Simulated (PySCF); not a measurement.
Species: C3H7NOSi.
Numbering: `[O:1]=[CH:2][NH:3][SiH:4]1[CH2:5][CH2:6]1` (hydrogens: H7 on C2; H8 on N3; H9 on Si4; H10, H11 on C5; H12, H13 on C6)

All values: B3LYP/def2-SVPD (PySCF, non-relativistic), on one gas-phase PBE0-D3(BJ)/def2-SVP geometry that isn't relaxed in the solvent. The solvent is an IEF-PCM continuum (van der Waals radii × 1.2), and excitations are vertical TDDFT with non-equilibrium linear response and a frozen core. Specific hydrogen bonds and non-electrostatic terms are outside this model.

Gas-phase singlets (H = HOMO, L = LUMO):

```json
{"state": "S1", "E (eV)": "5.466", "λ (nm)": "227", "f": "0.008", "leading configuration": "H-1→L 67%"}
{"state": "S2", "E (eV)": "5.646", "λ (nm)": "220", "f": "0.035", "leading configuration": "H→L 67%"}
{"state": "S3", "E (eV)": "6.054", "λ (nm)": "205", "f": "0.001", "leading configuration": "H→L+1 96%"}
{"state": "S4", "E (eV)": "6.425", "λ (nm)": "193", "f": "0.057", "leading configuration": "H→L+2 56%"}
{"state": "S5", "E (eV)": "6.585", "λ (nm)": "188", "f": "0.081", "leading configuration": "H→L+3 55%"}
```

Q: Give the list for benzene (ε = 2.271), n² = 2.25.

A: 
| state | E (eV) | λ (nm) | f | leading configuration | change by rank (eV) |
| --- | --- | --- | --- | --- | --- |
| S1 | 5.494 | 226 | 0.035 | H→L 66% | +0.028 |
| S2 | 5.642 | 220 | 0.030 | H-1→L 66% | -0.004 |
| S3 | 6.195 | 200 | 0.004 | H→L+1 94% | +0.141 |
| S4 | 6.430 | 193 | 0.116 | H→L+2 68% | +0.005 |
| S5 | 6.555 | 189 | 0.087 | H→L+3 69% | -0.030 |

Q: The ground-state energy changes by -0.139 eV from gas to benzene. By how much does the total energy of gas-phase S2 change?

A: E(S2) = E(S0) + excitation energy, so it changes by -0.139 − 0.152 = -0.291 eV: it is lowered more than the ground state, which is what a red shift means. This is the vertical state, with the slow part of the continuum still set for S0.

Q: How do the frontier levels move from gas to benzene?

A: 
```csv
orbital,gas (eV),solvent (eV),change (eV)
LUMO+2,0.43,0.52,+0.09
LUMO+1,0.13,0.38,+0.25
LUMO,-0.39,-0.35,+0.04
HOMO,-6.78,-6.70,+0.08
HOMO-1,-7.70,-7.72,-0.02
HOMO-2,-8.03,-7.96,+0.07
HOMO-3,-8.66,-8.59,+0.07
```

The HOMO–LUMO gap goes from 6.39 to 6.35 eV.

Conformer computed: `[O:1]=[CH:2][NH:3][SiH:4]1[CH2:5][CH2:6]1`: O1–C2–N3–Si4 1°, C2–N3–Si4–C5 -151°.
